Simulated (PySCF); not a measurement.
Constitutional and geometric isomers with formula C2H5B. All species are isolated molecules in the gas phase. One relaxed conformer stands for each flexible species; it need not be the lowest. Strings in code marks are SMILES.

These are PySCF with PBE-D3(BJ)/def2-TZVP // B3LYP-D3(BJ)/def2-TZVP values and carry that method's errors. 

```
species      LUMO (eV)  HOMO (eV)
-----------  ---------  ---------
`[H]/B=C/C`      -2.37      -5.20
`C(=C)B`         -3.10          ?
`B1CC1`          -2.31      -6.14
```

Q: What belongs in the gaps?

A: 
- `C(=C)B`, HOMO (eV): -7.47
